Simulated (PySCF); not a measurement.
## Static response to an electric field

Species: Ta(NH)(OH)3 (singlet state).
Geometry (PBE0-D3(BJ)/def2-SVP, Å), atoms numbered from 1 in this order:
```xyz
9
H4NO3Ta angstrom
Ta    -0.0018    0.0006   -0.2351
N      0.0128    0.0055    1.5354
H      0.0245    0.0087    2.5468
O      1.7536    0.3980   -0.8829
H      2.5948    0.5945   -0.4650
O     -1.2396    1.3235   -0.8546
H     -1.8219    1.9388   -0.4035
O     -0.5368   -1.7314   -0.8489
H     -0.7857   -2.5381   -0.3923
```

Level: PBE0/def2-SVPD (PySCF), static field, nuclei fixed, core orbitals frozen in the response. The polarisability tensor in these axes (au):

```
x   58.92 -0.01 -0.03
y   -0.01 58.85 -0.01
z   -0.03 -0.01 63.74
```

What are the eigenvalues, a third of the trace, and Δα (Δα² = ½Σ(αi − αj)² over the three pairs)?

Principal values 58.85, 58.92 and 63.74 au; mean 60.51 au = 8.97 Å³ = 9.98 × 10⁻⁴⁰ C²·m²/J; Δα = 4.86 au (8 % of the mean).

What is the dipole moment, and where does it point?

(0.03, 0.02, 1.97) D, 1.97 D in size, pointing from the negative to the positive side. Measured along this direction, the outermost atoms are O8, O6 and O4 at the negative end and H3 at the positive end.

Sum over states: ᾱ = Σ f/ω², ω in Eh. What share falls to these 10 lowest TDDFT singlets (eV, f)? 5.92, 0.0000; 6.12, 0.0015; 6.12, 0.0020; 6.37, 0.0333; 6.37, 0.0337; 6.59, 0.0410; 6.97, 0.0000; 7.02, 0.0027; 7.02, 0.0030; 7.13, 0.0010.

They add up to 2.09 au, 3.5 % of the 60.51 au; the largest single term is 0.70 au, from the state at 6.59 eV. Terms in order: 0.00, 0.03, 0.04, 0.61, 0.61, 0.70, 0.00, 0.04, 0.05, 0.01 au. Higher excitations give the rest. The strengths listed sum to 0.118.

Molar refractivity from α?

Lorentz–Lorenz: R = (4π/3)N_A α = 2.5225 cm³/(mol·Å³) × 8.97 Å³ = 22.6 cm³/mol, in the limit of long wavelengths.

Rayleigh depolarisation ratio (linearly polarised light, static tensor)?

ρ = 3Δα²/(45ᾱ² + 4Δα²) = 70.8/(164749 + 94.4) = 0.000429.

Find the Langevin capture rate constant for NO+ (29.998 u) meeting this molecule (246.967 u), k = 2.342 × 10⁻⁹ cm³/s × √(α in Å³ / reduced mass in u).

The reduced mass is 26.75 u, so k = 1.36 × 10⁻⁹ cm³/s. The formula leaves out the permanent dipole, which adds to the capture rate.

Refractivity n − 1 of an ideal gas of it at 500 K and 1 atm, from the electronic α?

N = p/kT = 1.4678 × 10¹⁹ cm⁻³, so n − 1 = 2π × N × 8.97 × 10⁻²⁴ cm³ = 827 × 10⁻⁶ at long wavelengths.

Geometry: PBE0-D3(BJ)/def2-SVP; no solvent, vibrations or thermal averaging. Atoms past krypton carry effective core potentials; spin–orbit coupling is left out.
